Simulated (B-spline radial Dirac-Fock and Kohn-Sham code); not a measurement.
Elastic scattering of 5 keV electrons by neutral nickel

Calculated with a radial finite-basis atomic code, using relativistic (Dirac) partial waves in the static field of the Dirac-Fock atom with Furness-McCarthy exchange, without polarisation or absorption potentials.

```tsv
θ (°)	dσ/dΩ (Å²/sr)	Sherman function
0	31.9	0.000
1	27.6	0.000
2	19.1	0.000
3	11.9	0.000
5	4.95	0.000
7	2.44	0.000
10	1.01	0.000
15	0.306	0.000
20	0.127	0.001
25	0.0654	0.002
30	0.0377	0.003
40	0.0154	0.004
50	0.00785	0.002
60	0.00469	-0.004
70	0.00313	-0.012
80	0.00226	-0.021
90	0.00174	-0.030
100	0.00140	-0.036
110	0.00117	-0.039
120	0.00101	-0.039
130	0.000904	-0.037
140	0.000827	-0.032
150	0.000774	-0.025
160	0.000739	-0.018
170	0.000720	-0.009
180	0.000714	0.000
```

Problem. What integrated cross sections go with this distribution?

Solution. The total elastic cross section is 0.610 Å², the first transport cross section 0.0307 Å² and the second, weighted with (3/2) sin²θ, 0.0597 Å². The mean deflection is ⟨1 − cos θ⟩ = 0.0503, and 1.1 % of the collisions scatter beyond 90°.
